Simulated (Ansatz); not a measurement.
`[SiH3]CS[SiH3]` + H₂ → `CS[SiH3]` + SiH₄ at 400 K and 1 bar (hydrogenolysis of a C–Si bond).

Isolated molecules relaxed with PBE0-D4/def2-TZVP in Ansatz; ΔE leaves out vibrations. CCSD(T)/CBS is the MP2 limit (def2-TZVPP, def2-QZVPP) plus CCSD(T) − MP2 in def2-TZVPP, frozen cores. This one scheme is used for every species. Each species was taken in one conformer, which may not be the lowest.

```json
{"species": "`[SiH3]CS[SiH3]`", "CCSD(T)/CBS energy (Eh)": "-1018.80686", "H − E (kJ/mol)": "243.6", "S (J/(mol·K))": "403.6"}
{"species": "H₂", "CCSD(T)/CBS energy (Eh)": "-1.17544", "H − E (kJ/mol)": "38.0", "S (J/(mol·K))": "139.0"}
{"species": "`CS[SiH3]`", "CCSD(T)/CBS energy (Eh)": "-728.52947", "H − E (kJ/mol)": "194.4", "S (J/(mol·K))": "339.2"}
{"species": "SiH₄", "CCSD(T)/CBS energy (Eh)": "-291.46306", "H − E (kJ/mol)": "96.9", "S (J/(mol·K))": "218.6"}
```

H − E and S are ideal-gas, rigid-rotor, harmonic terms from PBE0-D4/def2-TZVP, for one conformer and one mirror image of each species. For small species the MP2-based limit differs from directly extrapolated CCSD(T) by up to some mEh (0.8 for H₂); such offsets cancel only in part. 1 Eh = 2625.50 kJ/mol, R = 8.31446 J/(mol·K).

**Question.** By hand: ΔE, ΔH, ΔS and ΔG.

**Answer.** ΔE = (-728.52947) + (-291.46306) − (-1018.80686) − (-1.17544) = -0.01023 Eh = -26.9 kJ/mol. Δ(H − E) = 194.4 + 96.9 − 243.6 − 38.0 = 9.7, so ΔH = -17.2 kJ/mol. ΔS = 339.2 + 218.6 − 403.6 − 139.0 = 15.2 J/(mol·K). ΔG = -17.2 − 400 × (15.2)/1000 = -23.3 kJ/mol.

**Question.** By hand: the equilibrium constant, and the temperature at which ΔG would vanish if ΔH and ΔS stayed fixed.

**Answer.** log₁₀ K = −ΔG/(RT ln 10) = 3.0. ΔH and −TΔS have one sign here, so there is no such temperature.

TΔS isn't small against ΔH here. A doubt of 5 kJ/mol in ΔE shifts log₁₀ K by 0.7 here. Other conformers and mirror images would add mixing entropy, several J/(mol·K) or more a flexible species. Modes under 60 cm⁻¹, often nearly free rotors, make the harmonic entropy too high. These are equilibria of isolated gas molecules and say nothing of rates. Largest T1 diagnostic: 0.011 (customary marks: 0.02 for closed shells, 0.045 for open ones).
